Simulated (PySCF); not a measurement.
# Computed records: CH$_{6}$BClGe

Calculation on a computer-drawn molecule: optimised geometry and harmonic frequencies of an isolated molecule of the commonest isotopes, restricted reference for singlets and unrestricted otherwise, frozen core in MP2; on germanium a core potential holds 10 electrons, which the energies leave out, and 3d is frozen in MP2 and coupled-cluster steps. Program: PySCF 2.14.0.

```yaml
- formula: CH6BClGe
  start_structure:
    atoms_angstrom:
      - [C, -1.283, 0.5596, -0.7308]
      - [B, -0.7683, -0.8626, -0.1216]
      - [Cl, 0.428, -1.757, -0.9701]
      - [Ge, -1.3308, -1.5666, 1.6455]
      - [H, -0.8553, 0.8747, -1.5324]
      - [H, -2.4156, 0.4499, -0.8433]
      - [H, -1.1913, 1.3174, 0.0658]
      - [H, -0.4307, -1.3305, 2.8413]
      - [H, -2.6834, -1.0378, 2.2073]
      - [H, -1.5781, -3.0687, 1.6804]
  given:
    charge: 0
    multiplicity: 1
    method: HF
    basis: "cc-pV(D+d)Z"
    basis_and_core_potential_on_germanium: "cc-pVDZ-PP ECP10MDF"
    drawn_bonds_atom: [1, 2, 2, 1, 1, 1, 4, 4, 4]
    drawn_bonds_other_atom: [2, 3, 4, 5, 6, 7, 8, 9, 10]
    drawn_bonds_order: [1, 1, 1, 1, 1, 1, 1, 1, 1]
  results:
    "total_energy [hartree]": null
    "rotational_constants [GHz]": null
```

Question: Give the missing total energy for CH$_{6}$BClGe.
Answer: -818.9659 hartree

Question: Give the missing rotational constants for CH$_{6}$BClGe.
Answer: 5.137, 1.695, 1.305 GHz

Further results for CH$_{6}$BClGe:

* convergence status largest gradient component: 1.51e-05 hartree/bohr

Optimised structure:
```xyz
10
CH6BClGe
C     -1.3375     0.5281    -0.6970
B     -0.7444    -0.7793    -0.0634
Cl     0.5252    -1.6699    -0.9352
Ge    -1.3790    -1.5949     1.7622
H     -0.7624     0.9161    -1.5386
H     -2.3490     0.2902    -1.0544
H     -1.4639     1.3131     0.0547
H     -0.2313    -1.5472     2.7800
H     -2.5677    -0.8187     2.3486
H     -1.7985    -3.0592     1.5851
```

Modes:
```tsv
frequency (cm⁻¹)	reduced mass (dalton)
32.08	1.073
55.32	1.031
158.8	5.446
243.2	3.623
303.3	1.877
444.1	4.711
552.8	1.203
565.5	1.24
780	2.557
873.4	1.599
901.6	1.049
961.5	1.032
971.2	1.031
1065	2.32
1119	3.13
1443	1.336
1539	1.051
1559	1.064
2199	1.023
2206	1.023
2221	1.013
3149	1.046
3216	1.089
3270	1.102
```
